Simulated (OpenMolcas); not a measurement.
**Mn IV: effect of the active space**

```json
{
 "Program": "OpenMolcas 26.06",
 "Method": "SS-CASPT2 or its RAS form, IPEA 0.25 Eh, imaginary shift 0.1 Eh",
 "Basis": "ANO-R2",
 "Scalar Hamiltonian": "X2C, finite nucleus",
 "Spin-orbit coupling": "RASSI with atomic mean-field integrals over the reference wave functions, term energies averaged over their components"
}
```

A. 4 electrons in 5 orbitals (3d); 2S+1 = 5 even, 5 roots; 2S+1 = 3 even, 45 roots; 2S+1 = 1 even, 50 roots; closed shells correlated: 3s 3p; CASPT2 step roughly 26 core-seconds
B. 10 electrons in 8 orbitals (RAS1 3p, at most 2 holes; RAS2 3d); 2S+1 = 5 even, 5 roots; 2S+1 = 3 even, 45 roots; 2S+1 = 1 even, 44 roots; closed shells correlated: 3s; CASPT2 step about 80 core-seconds
C. 4 electrons in 10 orbitals (3d 4d); 2S+1 = 5 even, 5 roots; 2S+1 = 3 even, 45 roots; 2S+1 = 1 even, 44 roots; closed shells correlated: 3s 3p; CASPT2 step roughly 13 core-minutes

Energies in cm⁻¹ above 3d⁴ ⁵D₀, the measured ground level; measured values from Corliss and Sugar, J. Phys. Chem. Ref. Data 6, 1253 (1977).

```tsv
Level	A	B	C	Measured
3d⁴ ⁵D₀	0.0	0.0	0.0	0.0
3d⁴ ⁵D₁	101	105	102	99.0
3d⁴ ⁵D₂	298	308	302	287
3d⁴ ⁵D₃	582	602	591	552
3d⁴ ⁵D₄	944	975	960	886
3d⁴ ³P₀(1)	20960	21280	21290	20654
3d⁴ ³P₁(1)	21560	21910	21900	21279
3d⁴ ³H₄	21720	21760	21890	21281
3d⁴ ³H₅	21930	21980	22120	21475
3d⁴ ³H₆	22180	22230	22380	21679
3d⁴ ³P₂(1)	22610	23000	22970	22325
3d⁴ ³F₂(1)	23250	23560	23490	22791
3d⁴ ³F₃(1)	23320	23650	23580	22862
3d⁴ ³F₄(1)	23440	23780	23710	22959
3d⁴ ³G₃	26110	26340	26250	25440
3d⁴ ³G₄	26370	26610	26520	25671
3d⁴ ³G₅	26590	26830	26760	25878
3d⁴ ¹G₄(1)	32240	32530	32610	
3d⁴ ³D₃	32280	32780	32470	31385
3d⁴ ³D₂	32360	32870	32550	31474
3d⁴ ³D₁	32450	32950	32630	31581
3d⁴ ¹I₆	32840	32700	33180	
3d⁴ ¹F₃	46450	46660	46830	
3d⁴ ³P₂(2)	54790	54940	54910
```

Deviations, from unrounded energies. A percentage is the sum of absolute deviations over the sum of measured energies, with the sign that they share, or ± where signs differ.

```
                        Against measurement  Levels     A     B     C
             mean absolute deviation (cm-1)      19   450   680   630
      fine structure of the ground term (%)       4  +5.6  +9.1  +7.2
other terms of the ground configuration (%)      15  +2.3  +3.5  +3.2
```

A lies closest to measurement on these levels and B furthest from it. The largest miss of A in the table is 3d⁴ ³D₃, by +890 cm-1. The ranking rests on the paired levels alone, and a cruder setting can come out closer through cancelling errors.

The spin-orbit steps hold different terms of 3d⁴ (B lacks a ¹D, a ¹S; C lacks a ¹D, a ¹S), which shifts levels as well.

Among A to C the level of the table that moves most is 3d⁴ ³D₃, by 510 cm-1 (lowest in A, highest in B). Moves below CASPT2's spread within the term are not significant.

CASPT2 does not keep the components of a term degenerate, so their means are used; among the terms shown or strongly mixed into the levels shown the widest spread is 300 cm-1 (3d⁴ ¹G(1), A). The CASPT2 spread within a term exceeds the gap to the next term for 3d⁴ ¹G(1) and 3d⁴ ³D, so the order of their levels is uncertain (holds for A; C). Active for correlation alone: 3p; no level in the range computed is led by a configuration that opens it, so any true level of that kind is missing (holds for B). Active for correlation alone: 4d; no level in the range computed is led by a configuration that fills it, so any true level of that kind is missing (holds for C). Computed and measured levels are paired by configuration, term and J; levels that our copy of the source lacks, or whose pairing is in doubt (as where it misses far off the trend of its configuration), stay unpaired and out of the deviations. Only configurations of the active space appear. Levels that lie high or do not pair safely by name in every column are left out.

A number in round brackets counts repeated terms of one configuration in the order of the reference energies.
